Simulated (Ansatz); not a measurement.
```xyz
11

N    -0.611   -0.103   -1.017
C    -1.130   -0.022    0.139
C    -0.155   -0.017    1.279
Cl   -0.468    1.728    1.909
O     1.079   -0.235    0.881
Al    1.387   -0.224   -0.892
H    -1.244   -0.054   -1.806
H    -2.199    0.073    0.322
H    -0.482   -0.623    2.129
H     1.837   -1.641   -1.451
H     1.987    1.118   -1.493
```

The species carries charge 0 and has multiplicity 1. The bonds changed during the relaxation, so this is another structure than the one it started from.

Task: List the PBE/def2-TZVPP orbital energies in eV (Ansatz 0.2.0). (Estimate.)

Result: Computed: Occupied: -2738.86, -1505.98, -510.29, -382.45, -272.36, -271.90, -249.41, -190.16, -189.91, -189.90, -106.24, -68.30, -68.18, -68.11, -26.38, -24.42, -20.81, -17.91, -15.32, -14.53, -13.05, -12.18, -11.38, -9.93, -9.81, -8.21, -7.82, -7.72, -7.25, -7.06, -6.31. Lowest empty: -3.29, -0.63, -0.39, -0.21, 0.71, 0.98, 1.40, 2.25.
